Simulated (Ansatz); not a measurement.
## Worked example: C2H7FSi2 + CH7FSi2 → C2H8Si2 + CH6F2Si2

Gas-phase species: C2H7FSi2 `C=C[SiH2][SiH2]F`, singlet; CH7FSi2 `F[SiH2]C[SiH3]`, singlet; C2H8Si2 `C=C[SiH2][SiH3]`, singlet; CH6F2Si2 `F[SiH2]C[SiH2]F`, singlet. The partners trade F for H; both sit on Si, so the bond types are kept.

Shapes, held fixed at every level: PBE0-D4/def2-TZVP. Flexible molecules stand in one conformer, not always the lowest. Programs: Ansatz 0.2.0. Electronic energies: no zero-point or thermal term.

At CCSD(T)/CBS estimate; 1 Eh = 2625.50 kJ/mol:

| species | energy (Eh) |
| --- | --- |
| C2H7FSi2 | -758.298565 |
| CH7FSi2 | -720.284427 |
| C2H8Si2 | -659.041331 |
| CH6F2Si2 | -819.548691 |

Q: Work out ΔE of the reaction at this level.

A: 
1. Products less reactants: (-659.041331) + (-819.548691) − [(-758.298565) + (-720.284427)] = -0.007030 Eh = -18.5 kJ/mol.

Other levels give -19.1 (r2SCAN-D4/def2-TZVPP) to -16.9 kJ/mol (PBE-D4/def2-TZVPP). No measured value is set beside it here. The CBS estimate extrapolates MP2 from def2-TZVPP and def2-QZVPP and adds CCSD(T) − MP2 in the triple-zeta set, cores frozen.
